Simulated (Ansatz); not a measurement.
Born–Oppenheimer molecular dynamics of ClH₉N₂OSi (14 atoms, charge 0, multiplicity 1). It starts from a rough guess of a transition structure, not a stationary point.

Level of theory: Ansatz, UKS CAM-B3LYP/STO-3G.

```
ensemble                      : NVE (velocity Verlet)
time step                     : 0.5 fs
steps asked                   : 150
starting velocities drawn for : 300 K
seed                          : 423345
```

First frame:

```xyz
14
Properties=species:S:1:pos:R:3
Si 1.297 0.956 -0.079
N 0.656 -0.884 0.754
H 1.509 0.613 -1.474
H 0.976 1.926 0.963
Cl 3.307 0.743 0.507
H -1.283 0.269 -0.721
O -0.599 1.345 -0.806
H -0.575 -1.113 0.272
N -1.735 -0.941 -0.375
H 0.657 -0.827 1.763
H 1.307 -1.604 0.474
H -1.101 1.997 -0.321
H -1.859 -1.553 -1.163
H -2.557 -0.925 0.205
```

Question: How far do the bonds stretch over the last three quarters of this one trajectory? (Pairs bonded in most of those frames.)

Answer: 
| bond | mean (Å) | spread (Å) | shortest | longest |
| --- | --- | --- | --- | --- |
| Si1–N2 | 1.875 | 0.129 | 1.67 | 2.06 |
| Si1–H3 | 1.450 | 0.015 | 1.42 | 1.48 |
| Si1–H4 | 1.454 | 0.013 | 1.43 | 1.48 |
| Si1–Cl5 | 2.259 | 0.009 | 2.22 | 2.27 |
| Si1–O7 | 1.836 | 0.077 | 1.71 | 1.95 |
| N2–H10 | 1.050 | 0.020 | 1.00 | 1.09 |
| N2–H11 | 1.055 | 0.053 | 0.97 | 1.14 |
| H6–N9 | 1.235 | 0.061 | 1.09 | 1.33 |
| O7–H12 | 1.019 | 0.049 | 0.93 | 1.10 |
| H8–N9 | 1.213 | 0.064 | 1.12 | 1.36 |
| N9–H13 | 1.045 | 0.026 | 1.00 | 1.09 |
| N9–H14 | 1.046 | 0.035 | 0.99 | 1.10 |

Pairs bonded in part of these frames only: N2–H8 24 %, H6–O7 38 %, H6–N9 66 %, H8–N9 81 %.

Mean temperature of the second half: 759 K. The conserved energy stayed within 0.72 meV per atom of its start (net change -0.51 meV per atom), so the integration is sound. The kinetic energy rose, since the run started high on the potential surface and went downhill. A run of 0.075 ps of so small a system gives no equilibrium averages. The orbitals were unrestricted but ended closed-shell. Limits of this set-up: minimal basis.

Run time: 13 min on 1 thread of Arm Neoverse V1 (shared host), peak memory 0.19 GiB.
